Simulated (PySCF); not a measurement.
## MSn for M along the alkali metals

PBE0 with double-zeta basis sets in PySCF, for the lowest determinant that a PBE0 search found; no spin–orbit coupling. De refers to high-spin ground-configuration atoms. A positive dipole means M(−)Sn(+).

```json
{"M": "Li", "basis": "def2-SVP", "state (unpaired electrons)": "quartet (σ ↑, π ↑↑)", "Re (Å)": "2.577", "ωe (cm⁻¹)": "369", "De (eV)": "1.48", "μ (D)": "-5.92"}
{"M": "Na", "basis": "def2-SVP", "state (unpaired electrons)": "quartet (σ ↑, π ↑↑)", "Re (Å)": "2.918", "ωe (cm⁻¹)": "180", "De (eV)": "1.18", "μ (D)": "-7.02"}
{"M": "K", "basis": "def2-SVP", "state (unpaired electrons)": "quartet (σ ↑, π ↑↑)", "Re (Å)": "3.280", "ωe (cm⁻¹)": "135", "De (eV)": "1.31", "μ (D)": "-9.64"}
{"M": "Cs", "basis": "def2-SVP", "state (unpaired electrons)": "quartet (σ ↑, π ↑↑)", "Re (Å)": "3.583", "ωe (cm⁻¹)": "88.3", "De (eV)": "1.43", "μ (D)": "-10.74"}
```

The shortest bond is that of LiSn (2.577 Å), the longest that of CsSn (3.583 Å).

Down a group the atoms grow and get heavier, so bonds lengthen and wavenumbers fall; this series shows no clear exception.

Spin–orbit coupling is left out, which matters for elements this heavy, above all for dissociation energies. States were picked by a PBE0 search and need not be the measured ground states.
